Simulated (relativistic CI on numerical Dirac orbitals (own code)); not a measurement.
## Sb12+: computed level list

Calculated at this level of theory: Dirac-Coulomb-Breit CI, separate exchange-only KLI orbitals for each configuration, model QED, unscaled Slater integrals (own radial code, finite nucleus).

CI space (outside the closed core [Ar] 3d10): 4s2.4p6.4d3, 4s2.4p5.4d4, 4s2.4p6.4d2.4f, 4s2.4p6.4d2.5s, 4s.4p6.4d4, 4s2.4p5.4d3.4f, 4s2.4p6.4d2.5p, 4s2.4p6.4d.4f.5s, 4s2.4p6.4d2.5d, 4s.4p6.4d3.4f, 4s2.4p6.4d.5s.5p, 4s2.4p6.4d2.6s, 4s2.4p5.4d3.5s, 4s2.4p6.4d2.5f, 4s2.4p6.4d2.6p, 4s2.4p6.4d2.5g, 4s2.4p5.4d3.5p, 4s2.4p6.4d2.6d, 4s2.4p6.4d2.7s, 4s2.4p6.4d2.6f, 4s2.4p6.4d2.7p, 4s.4p6.4d3.5s, 4s2.4p6.4d.4f2, 4s2.4p6.4f3, 4s2.4p6.4f2.5s, 4s2.4p5.4d.4f3, 4s2.4p6.4f2.5p, 4s2.4p6.4d.5s2, 4s2.4p6.4f.5s2, 4s2.4p5.4d.4f.5s2, 4s2.4p6.5s2.5p, 4s2.4p6.4d.5p2, 4s2.4p6.4f.5p2, 4s2.4p6.5s.5p2, 4s2.4p5.4d.4f.5p2, 4s2.4p6.5p3. Double excitations out of closed p, d and f shells are left out; levels of such configurations are missing from the list, as are those of other unlisted configurations, and high levels can miss mixing partners. These lack a partner that the ground configuration has and come out too high: 4s2.4p6.4d2.5d, 4s.4p6.4d3.4f, 4s2.4p6.4d2.6s, 4s2.4p5.4d3.5s, 4s2.4p6.4d2.5f.

The lowest level is 4s2.4p6.4d3 4F_3/2, with 90 % of that term; Hund's rules for 4s2.4p6.4d3 give 4F with J = 3/2, in agreement.

```tsv
No.	Configuration	Term	J	E (cm⁻¹)	%	Next component (%)	Landé g
1	4s2.4p6.4d3	4F	3/2	0	90	7 2D	0.434
2	4s2.4p6.4d3	4F	5/2	6542	95	3 2D	1.032
3	4s2.4p6.4d3	4F	7/2	13060	93	5 2G	1.219
4	4s2.4p6.4d3	4F	9/2	18718	80	16 2G	1.287
5	4s2.4p6.4d3	4P	3/2	25427	63	25 2P	1.524
6	4s2.4p6.4d3	4P	1/2	27301	83	15 2P	2.356
7	4s2.4p6.4d3	2G	7/2	34557	91	5 4F	0.912
8	4s2.4p6.4d3	2H	9/2	35657	54	30 2G	1.030
9	4s2.4p6.4d3	4P	5/2	36249	94	4 2D	1.582
10	4s2.4p6.4d3	2D	3/2	43026	51	28 4P	1.133
11	4s2.4p6.4d3	2P	1/2	46378	83	15 4P	0.978
12	4s2.4p6.4d3	2H	11/2	48480	98	2 4s2.4p5.4d3.4f 2H	1.090
13	4s2.4p6.4d3	2G	9/2	52428	52	42 2H	1.034
14	4s2.4p6.4d3	2D	5/2	53031	93	2 4P	1.204
15	4s2.4p6.4d3	2P	3/2	61304	58	33 2D	1.170
16	4s2.4p6.4d3	2F	7/2	66224	95	2 2G	1.136
17	4s2.4p6.4d3	2F	5/2	66644	92	6 2D	0.878
18	4s2.4p6.4d3	2D	3/2	104321	98	1 4s2.4p5.4d3.4f 2D	0.800
19	4s2.4p6.4d3	2D	5/2	104877	91	5 2F	1.186
20	4s2.4p5.4d4	6D°	7/2	557452	78	12 6F°	1.562
21	4s2.4p5.4d4	6D°	5/2	558088	75	9 6P°	1.633
22	4s2.4p5.4d4	6D°	9/2	559681	81	15 6F°	1.527
23	4s2.4p5.4d4	6D°	3/2	561208	72	10 6P°	1.841
24	4s2.4p5.4d4	6D°	1/2	567383	80	14 4P°	3.075
25	4s2.4p5.4d4	6F°	11/2	583794	90	9 4G°	1.436
26	4s2.4p5.4d4	4S°	3/2	593752	28	27 6P°	1.908
27	4s2.4p5.4d4	6F°	9/2	594650	55	23 4F°	1.392
28	4s2.4p5.4d4	4D°	3/2	596329	25	20 4F°	1.161
29	4s2.4p5.4d4	4D°	5/2	597567	36	24 6F°	1.389
30	4s2.4p5.4d4	4D°	7/2	597801	33	28 6F°	1.401
31	4s2.4p5.4d4	4D°	1/2	598718	73	12 6F°	0.141
32	4s2.4p5.4d4	4F°	7/2	599262	33	25 4D°	1.255
33	4s2.4p5.4d4	4F°	5/2	601761	37	26 4G°	0.954
34	4s2.4p5.4d4	4G°	7/2	602902	45	13 4F°	1.034
35	4s2.4p5.4d4	4F°	3/2	603388	48	13 4D°	1.048
36	4s2.4p5.4d4	4F°	9/2	603397	38	23 4G°	1.248
37	4s2.4p5.4d4	4G°	5/2	603423	42	17 4D°	0.858
38	4s2.4p5.4d4	4D°	3/2	604734	31	28 4P°	1.664
39	4s2.4p5.4d4	4G°	9/2	607414	52	25 4H°	1.111
40	4s2.4p5.4d4	4G°	11/2	607981	68	10 4H°	1.255
41	4s2.4p5.4d4	4H°	11/2	609737	53	23 4G°	1.137
42	4s2.4p5.4d4	4D°	7/2	609772	36	19 4F°	1.193
43	4s2.4p5.4d4	4P°	5/2	610238	37	30 4D°	1.416
44	4s2.4p5.4d4	4H°	13/2	612351	61	36 4I°	1.183
45	4s2.4p5.4d4	2G°	7/2	614435	37	18 4G°	0.990
```

Energies count from the lowest computed level; ° marks odd parity.

The mean weight of the leading LS term, summed over parents, in these 45 levels is 64 %, and that of the leading jj configuration (from the same eigenvectors) 58 %.

At this charge energies of transitions that change n are usually good to better than 1 %, and those within a shell (Δn = 0) to a few per cent. Terms inside the open d or f shell come out 10 to 20 % too wide with unscaled integrals. Levels and lines within the n = 5 or 6 shells can be off by up to 10 % or somewhat more, and those that change n by about 2 %, since core polarisation is missing.

LS names give the leading component of a level, which can be under half, so a name can repeat, a term be missing and a line seem to break the LS rules.
